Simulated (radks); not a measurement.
Trend from Zr4+ to Cd4+: ionisation energy by Delta-SCF between NIST ground configurations, and size. Calculated with a radial shooting solver on a logarithmic mesh with Libxc functionals: Dirac Kohn-Sham, PBE, spin-unpolarised, spherical densities, point nucleus; open shells are shared between the two j in proportion to 2j + 1.

species,configuration,configuration of the ion,IE (eV),NIST (eV),kind,outermost,<r> outermost (bohr),r at 0.001 e/bohr^3 (bohr)
Zr4+,[Kr],[Ar] 3d10 4s2 4p5,80.977,80.35,semi-emp.,4p3/2,1.32,2.89
Nb4+,[Kr] 4d1,[Kr],50.283,50.573,exp.,4d5/2,1.61,3.00
Mo4+,[Kr] 4d2,[Kr] 4d1,53.463,54.42,semi-emp.,4d5/2,1.52,3.04
Tc4+,[Kr] 4d3,[Kr] 4d2,56.564,57,theory,4d5/2,1.44,3.03
Ru4+,[Kr] 4d4,[Kr] 4d3,59.604,59,theory,4d5/2,1.37,3.01
Rh4+,[Kr] 4d5,[Kr] 4d4,62.592,63,theory,4d5/2,1.31,2.98
Pd4+,[Kr] 4d6,[Kr] 4d5,65.539,61,theory,4d5/2,1.25,2.94
Ag4+,[Kr] 4d7,[Kr] 4d6,68.450,65,theory,4d5/2,1.20,2.90
Cd4+,[Kr] 4d8,[Kr] 4d7,71.332,68,theory,4d5/2,1.16,2.86

Reference values: NIST Atomic Spectra Database (exp. = measured, semi-emp. = semi-empirical, theory = theoretical value adopted there). Spin polarisation and multiplet splitting are left out, so open shells lie too high by an amount that depends on their filling. Sharing an open shell by 2j + 1 raises it above the true ground level by a part of the spin-orbit splitting, which enters the differences from NIST.

Beside tabulated values, note that spin-unpolarised runs miss the spin-polarisation part of the exchange energy of open shells.
